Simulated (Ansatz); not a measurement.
Input for Ansatz (a program for electronic structure): R-wB97X-V/def2-TZVPPD on GeH4 (SMILES [GeH4]) with ghost functions, monomers drawn apart or pushed together. Files ending in .json are basis or fitting sets from the Basis Set Exchange.

Ansatz 0.2 input:
```yaml
crystal:
  periodic: [false, false, false]
  atoms:
    - {symbol: Ge, position_ang: [0.00330487, 0.12817356, 3.11927246]}
    - {symbol: H, position_ang: [-0.12449608, 0.27863666, 4.64563963]}
    - {symbol: H, position_ang: [-1.00365448, -0.92859936, 2.63977826]}
    - {symbol: H, position_ang: [1.42776237, -0.32306298, 2.77159047]}
    - {symbol: H, position_ang: [-0.30168767, 1.47351937, 2.44854501]}
basis:
  gaussian:
    orbitals: def2-TZVPPD.json
    ghost_atoms:
      - {symbol: S, position_ang: [0.15622602, -0.37545103, -0.31384901]}
      - {symbol: H, position_ang: [0.27778211, -1.63364362, 0.13843912]}
      - {symbol: H, position_ang: [-1.17203866, -0.37163864, -0.11926021]}
hamiltonian:
  xc: {name: wB97X-V}
scf: {lower_state_search: off}
```

Program output:

```
WARN ansatz: RAYON_NUM_THREADS=2 ignored (pool sized by the plan → 2); use --threads N
Functional definition: wB97X-V
these checks for a lower state are left out or cut short: stability, starts, cluster_reference, orbital_swaps, neighbouring_geometries, increment
integrals: 0.17 GiB planned
1069 factors; their error is unknown
integrals: 0.21 GiB planned
285 factors; integrals over basis functions are off by at most 2.8e-5 eV
mean field: 1.30 GiB planned
mean field evaluation 1: about -56577.4369 eV, gradient 1.6e1 eV
mean field evaluation 2: about -56577.5612 eV, gradient 1.5e1 eV
mean field evaluation 4: about -56577.6988 eV, gradient 1.2e-1 eV
mean field evaluation 8: about -56577.8531 eV, gradient 1.3e-2 eV
mean field -56577.85311274 eV, -2079.1977520468 hartree, gradient 7.4e-6 eV, S^2 0.000000; 0 other end points of the search recorded, 0 dependent functions left out
reference -56577.85311075 eV, -2079.1977519739 hartree; 18, 18 occupied and 189, 189 virtual orbitals, 1069 factors
Total energy: -56577.85311075 eV, -2079.1977519739 hartree
Checks for a lower state left out: stability, starts, cluster_reference, orbital_swaps, neighbouring_geometries, increment
```

The run converged.

Cost: very roughly 8 core-seconds.
